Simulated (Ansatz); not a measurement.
## FH4NPSi: structure from calculated spectroscopic constants

These gas-phase data were calculated for one isomer of FH4NPSi at B3LYP/6-31G* (harmonic, unscaled wavenumbers; equilibrium rotational constants with average atomic masses):

```
rotational constants            : 6.039, 3.108, 2.255 GHz
all wavenumbers above 1500 cm⁻¹ : 3653, 3561, 2373, 2267, 1627
dipole moment                   : 1.45 D (PBE0/def2-TZVPD)
```

Candidates:

(1) `F[SiH2]N[PH]`, a doublet
(2) `N[Si@H](F)[PH]`, a doublet

Task: Which structure fits?

Result: Candidate (2). 2 modes lie between 3250 and 3800 cm⁻¹, one for each N–H bond, while (1) has 1.

The same quantities for all candidates:

```tsv
	rotational constants (GHz)	wavenumbers above 1500 cm⁻¹	dipole (D)	E above the lowest, B3LYP/6-31G* (kcal/mol)
(1)	12.19, 2.052, 1.917	3557, 2368, 2312, 2287	1.46	3.2
(2)	6.039, 3.108, 2.255	3653, 3561, 2373, 2267, 1627	1.45	0.0
```

Each candidate is one conformer. Open shells are spin-unrestricted. Programs: Ansatz 0.2.0.
